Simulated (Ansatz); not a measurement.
Geometry optimisation, RKS B3LYP/STO-3G in Ansatz 0.2.0.

The input (input.yaml):

```yaml
crystal:
  periodic: [false, false, false]
  atoms:
    - { symbol: C, position_ang: [-1.5169, 0.9549, 1.165] }
    - { symbol: S, position_ang: [0.1457, 1.3015, 0.6528] }
    - { symbol: C, position_ang: [0.2195, 0.1824, -0.7967] }
    - { symbol: Si, position_ang: [0.8836, -1.4984, -0.2553] }
    - { symbol: S, position_ang: [1.4611, 0.8515, -1.9866] }
    - { symbol: H, position_ang: [-2.2496, 1.2651, 0.3366] }
    - { symbol: H, position_ang: [-1.68, -0.0403, 1.4527] }
    - { symbol: H, position_ang: [-1.7656, 1.6525, 2.0035] }
    - { symbol: H, position_ang: [-0.7113, 0.1556, -1.2489] }
    - { symbol: H, position_ang: [0.859, -2.4497, -1.3796] }
    - { symbol: H, position_ang: [-0.1591, -2.0929, 0.7486] }
    - { symbol: H, position_ang: [2.1766, -1.4825, 0.3991] }
    - { symbol: H, position_ang: [2.3574, 1.1654, -1.0762] }
basis:
  gaussian: { orbitals: STO-3G }
hamiltonian:
  xc: b3lyp
relax:
  f_tol: 0.02
  max_steps: 40
```

Command:

```bash
$ ansatz run input.yaml --threads 1 --pin off --max-ram 2048MiB --backend cpu --events-out ev --progress --plain --runs-dir out
```

Where does it end, and by what steps?

It converged. Limits of this set-up: minimal basis. After 6 steps the energy has fallen by 0.697 eV; H13 moved furthest, 0.44 Å.

```json
{"step": "0", "energy less start (eV)": "0.0000", "largest force component (eV/Å)": "4.000", "accepted": "yes"}
{"step": "1", "energy less start (eV)": "-0.6021", "largest force component (eV/Å)": "1.181", "accepted": "yes"}
{"step": "2", "energy less start (eV)": "-0.6784", "largest force component (eV/Å)": "0.313", "accepted": "yes"}
{"step": "3", "energy less start (eV)": "-0.6898", "largest force component (eV/Å)": "0.161", "accepted": "yes"}
{"step": "4", "energy less start (eV)": "-0.6903", "largest force component (eV/Å)": "0.258", "accepted": "yes"}
{"step": "5", "energy less start (eV)": "-0.6965", "largest force component (eV/Å)": "0.047", "accepted": "yes"}
{"step": "6", "energy less start (eV)": "-0.6972", "largest force component (eV/Å)": "0.016", "accepted": "yes"}
```

```xyz
13
Properties=species:S:1:pos:R:3
C -1.586 0.953 1.173
S 0.102 1.447 0.685
C 0.319 0.273 -0.746
Si 0.810 -1.485 -0.215
S 1.467 0.966 -2.013
H -2.313 1.091 0.355
H -1.640 -0.097 1.507
H -1.896 1.591 2.014
H -0.654 0.218 -1.268
H 0.800 -2.369 -1.358
H -0.112 -1.997 0.773
H 2.139 -1.458 0.350
H 2.583 0.832 -1.242
```

Time of the run: 59 s on 1 thread of Intel(R) Xeon(R) Processor @ 2.50GHz (Skylake/Cascade Lake), on a shared host, peak memory 0.14 GiB.
